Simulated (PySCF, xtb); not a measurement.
C4H3Cl2F, SMILES C#C[C@H](F)C(Cl)Cl.

GFN2-xTB run with xtb 6.7.1 at its own geometry gives an orbital gap of 6.06 eV and a dipole moment of 1.42 D.

Geometry: B3LYP-D3(BJ)/def2-SVP. The structure was generated by enumeration; whether it is a known compound was not checked. Other conformers were not sampled.

Problem. What does PBE/def2-TZVP run with PySCF give? (The exact figures need the calculation; the answer reports its results.)

Solution. gap 5.63 eV (levels -7.19 and -1.56 eV), dipole 1.22 D.
